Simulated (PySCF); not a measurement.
Geometry:
```tsv
atom	x (Å)	y (Å)	z (Å)
N1	-1.436	2.510	0.068
C2	-1.495	1.379	0.239
C3	-1.520	-0.034	0.422
Si4	-0.103	-0.858	-0.598
Si5	1.944	0.014	0.037
H6	-2.493	-0.413	0.106
H7	-1.400	-0.252	1.484
H8	-0.297	-2.294	-0.338
H9	-0.465	-0.650	-2.006
H10	3.022	-0.593	-0.748
H11	2.015	1.463	-0.140
H12	2.230	-0.273	1.447
```

Level of theory: GFN2-xTB structure, shieldings: GIAO PBE0/pcSseg-1, in PySCF 2.14 (no relativistic terms, one averaged value for each set of equivalent atoms, one conformer, isolated molecule).

Scale: TMS for ¹³C, ¹H, ²⁹Si; NH3 for ¹⁵N (reference shieldings calculated alike).

| atoms | nucleus | count | δ (ppm) |
| --- | --- | --- | --- |
| C2 | ¹³C | 1 | ? |
| H8/H9 | ¹H | 2 | 4.15 |
| Si5 | ²⁹Si | 1 | -119.6 |
| H6/H7 | ¹H | 2 | 1.69 |
| C3 | ¹³C | 1 | -3.6 |
| Si4 | ²⁹Si | 1 | -70.3 |
| N1 | ¹⁵N | 1 | 297.5 |
| H10/H11/H12 | ¹H | 3 | ? |

**Question.** Estimate the values marked ?.

**Answer.** 
- C2: 123.1 ppm, nitrile carbon; C≡N carbons fall here, among the sp2 signals but without a proton
- H10/H11/H12: 3.63 ppm, hydrogen on a silicon bonded to Si

Shifts are as computed. Against solution values, carbons near 30 ppm lie about +3 ppm off and those near 130 ppm about +5 ppm. Of 1211 compounds with measured shifts, 218 miss one by over three times the rms of a fit or turn the order of signals round; such compounds aren't used in these exercises. Experimental scales use liquid or dissolved standards, which lie at an offset from isolated NH3 (liquid NH3: subtract about 20 ppm). Unscaled 15N shifts of sp2 nitrogen come out 20 to 40 ppm too high even then.
